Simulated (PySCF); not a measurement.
CF3, SMILES F[C](F)F, doublet at its CAM-B3LYP/def2-SVP optimised geometry (Å):

```
4

F     -0.8954     0.9624     0.0000
C     -0.4156    -0.2580     0.0000
F      0.8956    -0.2580     0.0000
F     -0.8956    -0.9624     0.9963
```

Calculation: unrestricted CAM-B3LYP/def2-TZVP (PySCF 2.14.0). Cells within 0.4 Å of a nucleus heavier than hydrogen are left out (blank, or x).

Map of the deformation density (molecule minus spherical neutral atoms) (e/bohr³) on the plane z = 0.0 Å:

```
|33333333333333333333333333333|
|33333333333333333333333333333|
|33333333333333333333333333333|
|33333333333333333333333333333|
|33333333223333333333333333333|
|33333332222233333333333333333|
|33333322212233333333333333333|
|33333322101333333333333333333|
|333333322xx853322233333333333|
|333333347xxx53222233333333333|
|333333349xxx33222233333333333|
|333333334xx043112233333333333|
|33333322336962012333333333333|
|33332222236851023366322233333|
|33332221112xxx365xxx212233333|
|33332221100xxx694xxxx02223333|
|33332222112xxx574xxx112233333|
|333322222235x11433x8322233333|
|33332222223310012344322333333|
|33333222222211112233333333333|
|33333322222221122233333333333|
|33333332222222222233333333333|
|33333333222222222233333333333|
|33333333332222223333333333333|
|33333333333333333333333333333|
|33333333333333333333333333333|
|33333333333333333333333333333|
|33333333333333333333333333333|
|33333333333333333333333333333|
```
Scale: ten equal steps from -0.028 (start of '0') to 0.061 (end of '9'), in the order '0123456789'; x runs from -3.00 to 3.00, y from -3.00 (bottom) to 3.00 (top).
